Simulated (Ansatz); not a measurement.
**Worked example: the enthalpy of formation of BCl2F (dichlorofluoroborane)**

BCl2F has 4 atoms, charge 0, and is taken as a singlet. SMILES: `FB(Cl)Cl`. Geometry: relaxed at PBE0-D4/def2-TZVP.

Total energies at wB97M-V/6-311+G** (Ansatz 0.2.0); the atoms run unrestricted:

| species | state | energy (Eh) |
| --- | --- | --- |
| BCl2F | singlet | -1045.221571 |
| F | doublet | -99.735515 |
| B | doublet | -24.648543 |
| Cl | doublet | -460.125377 |

Harmonic wavenumbers at PBE0-D4/def2-TZVP, in cm⁻¹: 266, 365, 526, 565, 1009, 1347.

Measured heats of formation of the gaseous atoms at 298.15 K, in kJ/mol: F 79.4, B 570.3, Cl 121.3. Spin-orbit lowering of the atoms at 298 K (mean of the ground term's levels less their thermal mean, from spectra), in kJ/mol: F 1.29, B 0.00, Cl 3.44. Take 1 Eh = 2625.50 kJ/mol, 1 cm⁻¹ = 0.0119627 kJ/mol, RT = 2.479 kJ/mol.

Question: Work out the heat of formation of the gas at 298 K.

Answer: 
1. Electronic atomisation energy: (-99.735515) + (-24.648543) + 2 × (-460.125377) − (-1045.221571) = 0.586759 Eh = 1540.5 kJ/mol.
2. Zero-point energy: half the sum of the wavenumbers, 2039 cm⁻¹ = 24.4 kJ/mol.
3. Thermal vibrational enthalpy, Σ hcν̃/(exp(hcν̃/kT) − 1): 3.3 kJ/mol. Translation, rotation and pV of a non-linear molecule: 4 RT = 9.9 kJ/mol.
4. The 4 free atoms carry 5/2 RT each: 24.8 kJ/mol.
5. Spin-orbit coupling lowers the free atoms by 1.29 + 0.00 + 2 × 3.44 = 8.2 kJ/mol.
6. Atomisation enthalpy at 298 K: 1540.5 − 8.2 − 24.4 − 3.3 − 9.9 + 24.8 = 1519.5 kJ/mol.
7. Sum of the atoms' heats of formation: 892.3 kJ/mol. Heat of formation: 892.3 − 1519.5 = -627.2 kJ/mol.

The tabulated value is -644.3 kJ/mol (NIST-JANAF tables; in doubt, as an older value, an estimate or one at odds with other calculations), so this level is off by +17.1 kJ/mol, or 1.1 % of the atomisation enthalpy that the table implies (1536.6 kJ/mol). Anharmonicity and any spin-orbit splitting of the molecule are left out.
